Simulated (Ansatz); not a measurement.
Name a neutral molecule of C, In, O and H with size of the dipole moment (ωB97M-V/def2-TZVPP) between 3.25 and 3.55 D and LUMO energy (B3LYP/def2-TZVPP) between -1.05 and -0.75 eV (Ansatz, PBE0-D4/def2-TZVP geometry).

`[CH3][InH-]([CH3])[OH2+]` (3.29 D, -0.81 eV). Other molecules can fit too; these were computed, each in one conformer that needn't be the lowest.

B3LYP here is the variant with VWN-RPA as its local correlation; programs differ in this.
